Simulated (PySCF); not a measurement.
# Vertical excitation energies

C₈H₈O.
SMILES: `CC#C[C@H]1C=CC(=O)C1`

The calculation used PySCF, TDDFT PBE0/def2-SVPD, vertical, gas phase, core orbitals frozen in the response. Geometry: GFN2-xTB; no solvent, vibrations or thermal averaging.

Q: Predict the UV-vis stick spectrum at this level.

A: 

```
state  E (eV)  ν̃ (cm⁻¹)       f  |μ| (D)  main configurations (H = HOMO, L = LUMO)
   S1    3.80      30650  0.0003     0.15                                 H→L (89%)
   S2    5.06      40790   0.020     1.02                               H-1→L (98%)
   S3    5.12      41320   0.015     0.88                     H-2→L (89%), H→L (8%)
   S4    6.27      50540   0.288     3.48                               H-3→L (88%)
   S5    6.51      52510  0.0003     0.12     H→L+2 (37%), H→L+1 (28%), H→L+3 (14%)
   S6    6.68      53860   0.014     0.74    H→L+3 (25%), H-1→L+1 (10%), H→L+5 (8%)
```

Triplets, Tamm–Dancoff:

```tsv
state	E (eV)	λ (nm)	main configurations (H = HOMO, L = LUMO)
T1	3.34	371.7	H→L (85%), H-2→L (9%)
T2	3.85	322.5	H-3→L (76%), H-2→L (13%)
```

The lowest singlet lies at 3.80 eV (326 nm, ultraviolet) and is dark (f under 0.0005); its leading configuration is HOMO→LUMO (89%). The most intense listed level is S4 at 6.27 eV (198 nm, f = 0.288), 2.47 eV above S1. Löwdin shares by element: HOMO oxygen 48%, carbon 29% or more (atoms not listed hold the other 23%); LUMO carbon 64% or more, oxygen 19% (atoms not listed hold the other 17%). Weighted by f, the mean energy of these states is 6.16 eV. Orbital energies (eV): HOMO-3 -8.31, HOMO-2 -7.76, HOMO-1 -7.62, HOMO -7.15, LUMO -1.52, LUMO+1 0.51, LUMO+2 0.79. The listed states span 2.88 eV, and the widest gap between neighbours is 1.26 eV (S1 to S2). Only the lowest 6 singlets were computed, as vertical energies without vibronic structure.
